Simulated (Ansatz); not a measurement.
System: BCl (charge 0, singlet). 
Structure (B3LYP-D3(BJ)/def2-TZVP (Ansatz, a first-principles code) minimum search):
```
B
Cl 1 1.7215
```
Charge 0, spin multiplicity 1.

Basis-set convergence of Hartree-Fock and CCSD correlation energies (hartree) with Ansatz. Correlated levels leave the core frozen unless marked. No spin-orbit coupling. No relativistic terms.

The Hartree-Fock reference is unstable (checked in the largest basis), which strains HF and MP2. 

```
basis        functions       E(HF)  E(corr, CCSD)
-----------  ---------  ----------  -------------
def2-SVPD           47  -483.96689       -0.23542
def2-TZVPPD         88  -484.14879       -0.29104
def2-QZVPPD        142  -484.16201       -0.31137
```

Extrapolating the two largest sets (X = 3 and 4) as X^-3: E(corr) = (64·(-0.31137) - 27·(-0.29104))/37 = -0.3262 Eh, an estimate of the basis-set limit. The largest set recovers 95.5 % of it, the smallest 72.2 %.
